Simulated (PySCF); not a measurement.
**Tl: excitation energy**

Tl [Xe] 4f14 5d10 6s2 6p1 (2P) → Tl [Xe] 4f14 5d10 6s1 6p1 7s1 (4P), as a difference of total energies. Computed with PySCF 2.14 in aug-cc-pVTZ-PP with ECP60MDF, with scalar relativity through the core potential. Correlated levels: valence: 5s2 5p6 5d10 frozen. The calculations carry no spin-orbit coupling.

| method | excitation energy (cm⁻¹) |
| --- | --- |
| UHF | 63462 |
| LDA | 80979 |
| PBE | 77827 |
| PBE0 | 75759 |
| r2SCAN | 77213 |
| r2SCAN0 | 75750 |
| wB97M-V | 75002 |
| LC-wPBE | 74259 |
| PW91 | 78276 |
| MP2 (valence) | 68009 |
| SCS-MP2 (valence) | 69550 |

The upper state lies above the first ionisation limit, but in LS coupling its spin forbids autoionisation to the ground ion; at this Z spin-orbit coupling breaks that rule. A Rydberg-like electron needs more diffuse functions than a valence basis has.

The promoted electron is Rydberg-like, and one or two diffuse shells describe it only roughly, which tends to raise the upper state.
